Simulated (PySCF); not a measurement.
Dipole response of Cs (caesium, neutral)

[Xe] 6s1, 2S determinant. All numbers are calculated (PySCF 2.14, scalar relativity by spin-free X2C-1e, in aug-cc-pVQZ-X2C). Coupled (time-dependent) response in atomic units; α is the mean over directions.

```csv
method,mean α (bohr³),C₆ (like pair),S(−4)
TPSSh,638.7,13280,367300
```

S(−4) is the Cauchy moment in α(ω) = α(0) + S(−4) ω² + …

Reference α: 400.9 ± 0.7 bohr³ (recommended; Schwerdtfeger and Nagle, table of static dipole polarizabilities (2023 update)). Published C₆: 6660 (Gould and Bucko (2016)).

α(iu) at TPSSh:

```
u (hartree)  α(iu) (bohr³)
          0          638.7
     0.0500          267.7
      0.100          106.1
      0.200          40.07
      0.300          24.87
      0.500          14.61
      0.750          9.324
       1.00          6.491
       1.50          3.655
       2.00          2.356
       3.00          1.240
       5.00         0.5336
```

A single London oscillator, α(iu) = α/(1 + u²/ω²), gives C₆ = (3/4) ω α². Matching the computed C₆ needs ω = 4 × 13280 / (3 × 638.7²) = 0.0434 hartree.

Spin-orbit coupling, which splits the p, d and f shells strongly at this Z, is absent.
